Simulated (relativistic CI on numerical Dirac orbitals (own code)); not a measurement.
## Fe I: from the plainest model towards the measured levels

Calculated with a relativistic CI code on KLI orbitals (one set per configuration, finite nucleus), adding one ingredient at a time: step 1, Dirac-Coulomb, each configuration alone; step 2, with Breit and QED terms; step 3, with configuration mixing; step 4, with scaled Slater integrals (0.85); step 5, with a P86 correlation estimate; step 6, tied to the ionisation limit. P86 is a density functional for the correlation energy, evaluated here for each configuration and added to its levels. Step 6 is semi-empirical: configurations made of the next ion and one excited electron move by 4466 cm⁻¹, so that their limit matches the tabulated ionisation energy, and those with a non-penetrating f or g electron also take the P86 value of the least penetrating other one.

CI space (outside the closed core [Ar]): 3d6.4s2, 3d7.4s, 3d6.4s.4p, 3d8, 3d7.4p, 3d5.4s2.4p, 3d6.4s.4d, 3d7.4d, 3d7.5s, 3d6.4s.5s, 3d7.5p, 3d6.4s.6s, 3d6.4s.5p, 3d6.4s.6p, 3d6.4s.5d, 3d6.4p2, 3d5.4p3.

Computed minus measured energy above the ground level, in cm⁻¹, for 19 of the 70 excited levels that pair in every step (one J of a term; a digit in brackets numbers repeated terms):

| Configuration | Term | J | Measured | Step 1 | Step 2 | Step 3 | Step 4 | Step 5 | Step 6 |
| --- | --- | --- | --- | --- | --- | --- | --- | --- | --- |
| 3d6.4s2 | a 5D | 3 | 416 | 2 | -10 | -7 | -6 | -6 | -6 |
| 3d7.4s | a 5F | 5 | 6928 | 8393 | 8262 | 12108 | 9646 | 7279 | 11656 |
| 3d7.4s | a 3F | 2 | 12969 | 12235 | 12047 | 14796 | 11116 | 9336 | 12962 |
| 3d7.4s | a 5P | 3 | 17550 | 13271 | 13153 | 16454 | 11994 | 9671 | 14003 |
| 3d6.4s2 | a 3P | 2 | 18378 | 4596 | 4659 | 4341 | 936 | 862 | 938 |
| 3d6.4s.4p | z 7D° | 5 | 19351 | -10822 | -10865 | -6323 | -5471 | -4278 | 159 |
| 3d6.4s2 | a 3H | 6 | 19390 | 1645 | 1554 | 1667 | -1463 | -1477 | -1481 |
| 3d6.4s2 | b 3F | 2 | 21039 | 3464 | 3449 | 2941 | -506 | -1039 | -383 |
| 3d7.4s | a 3G | 5 | 21716 | 11082 | 10929 | 14698 | 9688 | 7362 | 11670 |
| 3d6.4s.4p | z 7F° | 6 | 22650 | -11375 | -11421 | -6269 | -5934 | -4770 | -322 |
| 3d7.4s | b 3P | 2 | 22838 | 16767 | 16643 | 18988 | 13131 | 10826 | 15068 |
| 3d6.4s.4p | z 7P° | 4 | 23711 | -11008 | -11049 | -7507 | -6565 | -5308 | -1150 |
| 3d6.4s2 | b 3G | 5 | 23784 | 2867 | 2808 | 2812 | -1123 | -1171 | -1122 |
| 3d7.4s | a 1G | 4 | 24575 | 12705 | 12553 | 15247 | 9775 | 7481 | 11723 |
| 3d6.4s2 | a 1I | 6 | 29313 | 2373 | 2264 | 2471 | -2222 | -2237 | -2251 |
| 3d6.4s.4p | z 3F° | 4 | 31307 | -6454 | -6495 | -2535 | -3850 | -2683 | 1657 |
| 3d6.4s.4p | z 3D° | 1 | 31937 | -6164 | -6220 | -2160 | -3577 | -2438 | 1873 |
| 3d6.4s.4p | z 3P° | 2 | 33947 | -6695 | -6737 | -2706 | -4392 | -3230 | 1128 |
| 3d5.4s2.4p | y 7P° | 2 | 40052 | -16389 | -16236 | -12814 | -9587 | -6628 | -6289 |

Mean absolute errors in cm⁻¹, over all paired levels and for the configurations:

| Configuration, levels | Step 1 | Step 2 | Step 3 | Step 4 | Step 5 | Step 6 |
| --- | --- | --- | --- | --- | --- | --- |
| all, 70 | 9072 | 9021 | 8597 | 6389 | 5052 | 5217 |
| 3d6.4s2, 18 | 2778 | 2749 | 2681 | 765 | 783 | 766 |
| 3d7.4s, 25 | 12273 | 12114 | 15517 | 10732 | 8430 | 12706 |
| 3d6.4s.4p, 24 | 9550 | 9605 | 5286 | 5677 | 4534 | 614 |
| 3d5.4s2.4p, 3 | 16348 | 16202 | 12908 | 9626 | 6657 | 6346 |

Measured levels: NIST Handbook of Basic Atomic Spectroscopic Data (Sansonetti and Martin, J. Phys. Chem. Ref. Data 34, 1559 (2005)).

The mean absolute error is lowest at step 5 (5052 cm⁻¹), and the largest single drop is from step 3 to 4 (8597 to 6389). Terms of the ground configuration are off by 2778 at first, 2681 with mixing and 765 after scaling, which stands in for the correlation that narrows term splittings. The Breit and QED terms change the top of the ground term (measured 978) from 997 to 967. Mixing lowers the ground level by 5387, with 3d6.4p2 as its largest admixture; relative to it the configurations that move most are 3d6.4s.4p by +4320, 3d7.4s by +3402, 3d5.4s2.4p by +3295. Configurations whose own partners of that kind are not in the list rise by much of that lowering, so a short list can trade one imbalance for another. The P86 estimate moves 3d5.4s2.4p by +2969, 3d7.4s by -2302, 3d6.4s.4p by +1142, and takes the mean absolute error of the excited configurations from 8335 to 6530. Step 6 takes that error from 6530 to 6758; the error more than halves for 3d6.4s.4p; it grows for 3d7.4s. The shift fits the limit, so it does little for low levels whose errors differ from those near the limit.
